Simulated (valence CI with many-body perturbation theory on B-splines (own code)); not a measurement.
# Which ion has this spectrum?

A relativistic CI+MBPT calculation for an atom or ion with 16 electrons gives these levels (cm⁻¹):

```tsv
J	Parity	E	g
2	even	0	1.40
0	even	60599	
1	even	136604	1.50
2	even	177182	1.10
0	even	346378	
2	odd	688893	1.50
1	odd	741895	1.37
0	odd	813598	
2	odd	823499	1.12
3	odd	830600	1.32
1	odd	848909	1.43
0	odd	851618	
4	odd	856125	1.39
2	odd	881518	1.28
```

The energies are calculated, with errors of perhaps 400 cm⁻¹, more in some levels.

Q: Which is it?
A. Zr24+
B. Sr22+
C. Rb21+
D. Nb25+

A: A. Zr24+, ground level (3s^2 3p1/2^2 3p3/2^2) J=2.
